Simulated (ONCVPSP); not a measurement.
## Mo, ONCV: configuration errors across variants

molybdenum, optimised norm-conserving Vanderbilt (ONCV), made with ONCVPSP 4.0.1 (LDA (Perdew-Wang 92), scalar-relativistic). Core [Ar] 3d10, reference 4s2 4p6 4d5 5s0.5 5p0.5. Waves: 4s+5s: rc 1.65 bohr, ncon 4, nbas 7, qcut 6.8 1/bohr, 2 projectors; 4p+5p: rc 2.30 bohr, ncon 4, nbas 9, qcut 7.6 1/bohr, 2 projectors; 4d: rc 1.75 bohr, ncon 4, nbas 8, qcut 6.4 1/bohr, 1 projector. Local part: polynomial inside 1.30 bohr (lpopt 5, dvloc0 -1 Ha). Core correction: polynomial model core, fcfact 0.65.

All-electron excitation energies from the reference (eV): (1) 4s2 4p6 4d5 5s1 5p0 -1.597; (2) 4s2 4p6 4d5 5s0 5p0 5.581; (3) 4s2 4p6 4d4 5s0 5p0 21.282; (4) 4s2 4p6 4d5 5s0.5 5p0 1.263.

Errors AE − PS in meV (a dash: test not solved or not reliable):

| change | (1) | (2) | (3) | (4) | bound ghosts | GHOST(+) flags above zero |
| --- | --- | --- | --- | --- | --- | --- |
| base | +0.2 | -1.3 | -0.2 | -0.3 | none | none |
| s: rc 1.16; local potential polynomial inside 1.16 bohr (lpopt 5, dvloc0 -1 Ha) | +0.2 | -1.1 | -0.1 | -0.3 | none | s |
| core correction Teter function, fcfact 2, rcfact 1.3 | +0.2 | -1.2 | -0.1 | -0.3 | none | none |

(1) Give the same row for: all radii but the core radius scaled by about 1.25 (s 2.06, p 2.86, d 2.18 bohr); local potential polynomial inside 1.62 bohr (lpopt 5, dvloc0 -1 Ha).

## Answers

(1) +0.1, -1.3, -2.4, -0.3; bound ghosts: none; GHOST(+) flags above zero: none.
